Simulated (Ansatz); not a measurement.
Ansatz results at the PBE0-D4/def2-TZVP geometry: LUMO energy (PBE/def2-TZVPP) -1.91 eV; HOMO–LUMO gap (PBE0/def2-TZVPP) 6.49 eV; zero-point energy (PBE0-D4/def2-TZVP) 142.1 kJ/mol.

Each molecule was computed in one conformer, which needn't be the lowest.

(1) Which molecule gave them?
A. `C[S][Zn][S]C`
B. `C[N](C)[ZnH]`
C. `C[CH2][Zn][F]`
D. `C[O][Zn][OH]`

## Answers

(1) D. The others give `C[CH2][Zn][F]`: -1.34, 7.57, 175.1; `C[N](C)[ZnH]`: -1.09, 5.35, 229.7; `C[S][Zn][S]C`: -1.57, 6.01, 204.7.
